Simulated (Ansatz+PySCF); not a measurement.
Results of a calculation; reference values are marked as such.
CO + H2 → H2CO

CO (charge 0, multiplicity 1):
```xyz
2

C     0.0000    0.0000   -0.6446
O     0.0000    0.0000    0.4835
```

H2 (charge 0, multiplicity 1):
```xyz
2

H     0.0000    0.0000   -0.3804
H     0.0000    0.0000    0.3804
```

H2CO (charge 0, multiplicity 1):
```xyz
4

C     0.0000    0.0000   -0.5228
O     0.0000    0.0000    0.6733
H     0.0000   -0.9444   -1.1247
H     0.0000    0.9444   -1.1247
```

Shapes relaxed with PBE0/def2-SVP. Single points in def2-SVP with Ansatz (development build ahead of 0.2.0), no zero-point energy. Correlated methods freeze no orbital on H to Be, one on B to Mg, five on Al to Zn, nine on Ga to Sr.

| method | reaction energy |
| --- | --- |
| CCSD (restricted) | -0.186 eV |
| CCSD(T) (restricted) | -0.157 eV |
| HF (restricted) | -0.108 eV |
| MP2 (restricted) | -0.172 eV |
| PBE (restricted) | -0.638 eV |
| PBE0 (restricted) | -0.654 eV |
| r2SCAN (restricted) | -0.564 eV |

Q: What does wB97X (restricted) give?

A: -0.525 eV.
